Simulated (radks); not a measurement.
Q: The mean radii <r> (bohr) of the occupied orbitals of an atom or ion are listed with their occupations. Calculated with a radial shooting solver on a logarithmic mesh with Libxc functionals: scalar-relativistic Kohn-Sham, PBE, spin-polarised, spherical densities, finite nucleus; Fermi nuclear charge, rms radius of each element as measured or else 0.836 A^(1/3) + 0.57 fm.

| orbital | occ. | <r> |
|---|---|---|
| 1s down | 1 | 0.02457 |
| 1s up | 1 | 0.02457 |
| 2s up | 1 | 0.1052 |
| 2s down | 1 | 0.1052 |
| 2p up | 3 | 0.09237 |
| 2p down | 3 | 0.09237 |
| 3s up | 1 | 0.2787 |
| 3s down | 1 | 0.2787 |
| 3p up | 3 | 0.2767 |
| 3p down | 3 | 0.2767 |
| 3d up | 5 | 0.2536 |
| 3d down | 5 | 0.2536 |
| 4s up | 1 | 0.6354 |
| 4s down | 1 | 0.6355 |
| 4p up | 3 | 0.6718 |
| 4p down | 3 | 0.6719 |
| 4d up | 5 | 0.7373 |
| 4d down | 5 | 0.7372 |
| 5s up | 1 | 1.476 |
| 5s down | 1 | 1.471 |
| 5p up | 3 | 1.674 |
| 5p down | 3 | 1.668 |
| 5d up | 1 | 2.240 |

Name the element and its charge. Open shells, if any, are filled with parallel spins first.

A: Z = 58, cerium, charge +3: Ce3+ in [Xe] 5d1. The 1s radius gives Z: for a bare nucleus <r> = (2 gamma + 1)/(2Z) with gamma = sqrt(1 - (Z/c)^2), 0.02424 bohr for Z = 58, and screening makes it slightly larger (0.02457 here). The occupations add up to 55, and the charge is Z minus that.
